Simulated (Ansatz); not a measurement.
Ideal-gas functions of `FC1O[SiH2]O1` at 600 K and 1 bar, from an Ansatz frequency run at PBE0-D4/def2-TZVP.

Molar mass 94.12 g/mol, point group Cs (symmetry number 1), electronic degeneracy 1, moments of inertia 51.236, 139.139, 164.268 u Å². Harmonic wavenumbers (cm⁻¹, unscaled): 157, 459, 533, 546, 690, 754, 758, 807, 957, 1014, 1066, 1103, 1149, 1325, 1395, 2264, 2271, 3106.

Use S(trans) = R[1.5 ln M + 2.5 ln T − 1.1517]; rotational temperatures θ = 24.2544 K / I; S(rot) = R[ln(√π/σ · √(T³/θAθBθC)) + 1.5]; for each mode x = 1.438777 ν̃/T, S = R[x/(eˣ − 1) − ln(1 − e⁻ˣ)] and H = RT x/(eˣ − 1); 1 cm⁻¹ = 0.0119627 kJ/mol; R = 8.31446 J/(mol·K).

By hand: the entropy, in J/(mol·K).

Translation 180.1. Rotation: θ = 0.4734, 0.1743, 0.1477 K, giving 115.3. Vibration, mode by mode: 16.49, 7.92, 6.82, 6.64, 5.02, 4.44, 4.40, 4.01, 3.02, 2.71, 2.46, 2.29, 2.10, 1.50, 1.31, 0.24, 0.23, 0.04, in all 71.7. Electronic 0.0. Sum 367.1 J/(mol·K).

By hand: H − E and G − E in kJ/mol, counted from the electronic energy.

Zero-point energy ½ × 20354 × 0.0119627 = 121.7; thermal vibration 25.9; translation, rotation and pV give 4 RT = 20.0. H − E = 167.6 kJ/mol, and G − E = 167.6 − 600 × 367.1/1000 = -52.7 kJ/mol.

Vibration gives 20 % of the entropy.
